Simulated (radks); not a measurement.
Valence configurations of Si II (all share [Ne]). All-electron calculation, Dirac Kohn-Sham, PBE, spin-unpolarised, spherical densities, finite nucleus; open shells fill j = l - 1/2 first; Fermi nuclear charge, rms radius 3.1224 fm. Program: a radial shooting solver on a logarithmic mesh with Libxc functionals. Energies are relative to 3s2 3p1; eigenvalues in eV.

valence,E (eV),e(3p1/2),e(3p3/2),e(3s1/2)
3s2 3p1,0.000,-11.676,-,-19.026
3s1 3p2,7.401,-12.302,-,-19.752
3p3,14.940,-12.890,-12.845,-
3s0.5 3p2.5,11.159,-12.601,-12.558,-20.098
3s1.5 3p1.5,3.688,-11.995,-,-19.397

NIST lists [Ne] 3s2 3p1 as the ground configuration; this level of theory agrees among the configurations tried. The energies are those of spherical spin-averaged densities, not of single terms.
